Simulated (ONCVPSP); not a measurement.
# zinc: one change to an ONCV potential, before and after

Zn, optimised norm-conserving Vanderbilt (ONCV), made with ONCVPSP 4.0.1 (PBEsol, scalar-relativistic). Core [Ar], reference 3d10 4s2. Waves: 4s: rc 1.65 bohr, ncon 5, nbas 8, qcut 5 1/bohr, 2 projectors, debl 0.5 Ha; p scattering state at 0.07 Ha: rc 1.50 bohr, ncon 4, nbas 8, qcut 5.2 1/bohr, 1 projector; 3d: rc 0.80 bohr, ncon 3, nbas 7, qcut 18.9 1/bohr, 2 projectors, debl 0.8 Ha. Local part: polynomial inside 0.65 bohr (lpopt 4, dvloc0 0 Ha). Core correction: none.

All-electron outer shells of the reference configuration (PBEsol, scalar-relativistic, ld1.x):

```json
{"shell": "3p", "level (eV)": "-83.26", "outermost node (bohr)": "0.25", "outermost maximum (bohr)": "0.59"}
{"shell": "3d", "level (eV)": "-10.17", "outermost node (bohr)": "–", "outermost maximum (bohr)": "0.56"}
{"shell": "4s", "level (eV)": "-6.00", "outermost node (bohr)": "0.85", "outermost maximum (bohr)": "2.09"}
```

Change: local potential polynomial inside 0.80 bohr (lpopt 5, dvloc0 3 Ha).

Cutoffs: the cutoffs (Ha) at which the residual kinetic energy of the hardest occupied pseudo-wave falls to 1 and 0.1 mHa per electron; they do not see the model core or the augmentation charge, which bear on the density cutoff. Errors are all-electron minus pseudo energies relative to the spin-unpolarised reference configuration.

Q: What does the change do?

A: The potential gets neither clearly harder nor softer (137 Ha and 155 Ha → 137 Ha and 155 Ha); the bound ghosts move from p, s to s; the number of tests with a reliable result goes from 4 to 3; the errors of the 3 common tests hardly move; the range in which the p phases agree narrows (upper end 4.6 → 0.4). In the separable form a ghost depends on how the local part lies against the semilocal potential of the channel, so the choice of the local part can create or remove one.

| quantity | base | changed |
| --- | --- | --- |
| cutoff, loose | 137 Ha | 137 Ha |
| cutoff, tight | 155 Ha | 155 Ha |
| bound ghosts | s, p | s |
| GHOST(+) flags under 300 eV | none | none |
| tests with a reliable result | 4 of 4 | 3 of 4 |
| error for 3d10 4s1, meV [ΔE 9.90 eV] | -5.4 | -5.4 |
| error for 3d10 4s0, meV [ΔE 28.25 eV] | -10 | -10 |
| error for 3d9 4s0, meV [ΔE 68.76 eV] | +61 | +61 |
| s: phases at 1.67 bohr within 0.05 rad from the reference energy up to (Ha; the scan ends near 5) | to the end of the scan | to the end of the scan |
| p: phases at 1.52 bohr within 0.05 rad from the reference energy up to (Ha; the scan ends near 5) | 4.6 | 0.4 |
| d: phases at 0.81 bohr within 0.05 rad from the reference energy up to (Ha; the scan ends near 5) | to the end of the scan | to the end of the scan |

 A true bound ghost makes a file unfit for plane-wave use even where its test errors are small: the radial tests pick states by their node count and pass the ghost by.
